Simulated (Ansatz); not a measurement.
Reaction (ligand exchange at a Ge–C bond): `[GeH3][CH]1C[SiH2]1` + `CC#CS` → `CC#C[S][GeH3]` + `C1C[SiH2]1`

Program: Ansatz. Geometries: PBE0-D4/def2-TZVP. ΔE: electronic, gas phase. CCSD(T)/CBS is the MP2 limit (def2-TZVPP, def2-QZVPP) plus CCSD(T) − MP2 in def2-TZVPP, frozen cores. Functionals use def2-TZVPP. B3LYP here is the variant with VWN-RPA as its local correlation; programs differ in this. For Ge outer-core shells are correlated without core-valence functions, which leaves a few kJ/mol of doubt a bond. Scalar relativity is left out up to krypton. One conformer a species, not always the lowest.

```
   level  ΔE (kJ/mol)
B3LYP-D4        -57.7
 ωB97X-V        -53.4
```

(1) What does CCSD(T)/CBS give? (An estimate is asked.)

Largest T1 diagnostic among the species: 0.012.

## Answers

(1) Ansatz gave: -48.7 kJ/mol. The listed levels differ from it by -9.0, -4.7 kJ/mol.

In def2-TZVPP, CCSD(T) changes the Hartree–Fock value by +10.3 kJ/mol (the triples alone add +0.1 kJ/mol) and MP2 by +8.6 kJ/mol.

CCSD(T)/CBS has its own doubt, a few kJ/mol and more with outer-core shells, so smaller differences from it don't rank the levels.
